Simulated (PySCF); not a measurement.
Gas-phase reaction: 2 InF + O₃ ⇌ In₂O + 2 FO

Energies from PySCF (xtb for GFN2), thermal terms from the rigid-rotor harmonic-oscillator model, ideal gas at 1 bar. † marks an energy on the PBE0/def2-TZVP geometry and frequencies; other levels use their own. MP2 and CCSD(T) freeze the core. Open shells (unrestricted): FO (multiplicity 2, electronic degeneracy 4); the rest are closed-shell singlets. GFN2 has no spin-polarisation term. Spin-orbit splitting is ignored; it lowers the true energy and changes the entropy of FO. In: scalar-relativistic def2 core potential, no spin-orbit coupling. MP2 isn't extrapolated to the basis-set limit; its ΔH°(298 K) is 502.4 kJ in def2-SVP and 530.9 kJ in def2-TZVPP. CCSD(T) isn't extrapolated to the basis-set limit; its ΔH°(298 K) is 413.4 kJ in def2-SVP and 435.5 kJ in def2-TZVPP. The harmonic model lacks anharmonicity and excited electronic states, which grow with temperature; levels with a mode under 35 cm⁻¹ are left out. Strong static correlation: O₃. Soft modes under 120 cm⁻¹ make the harmonic entropy rough for In₂O. Warning, large T1 diagnostic: In₂O, O₃ (CCSD(T)/def2-TZVPP†).

```tsv
level	ΔE electronic, kJ	ΔH°(298 K), kJ	ΔS°(298 K), J/K	ΔG°(1600 K), kJ
CCSD(T)/def2-TZVPP†	438	436	29	379
GFN2-xTB	733	731	15	697
MP2/def2-SVP†	505	502	29	446
PBE0/def2-SVP†	405	402	29	345
r2SCAN/def2-TZVP†	438	436	29	379
LDA/def2-TZVP†	525	522	29	465
ωB97X-V/def2-TZVP†	416	413	29	357
```
ΔH° is lowest at PBE0/def2-SVP† and highest at GFN2-xTB. No reference value is set beside these.
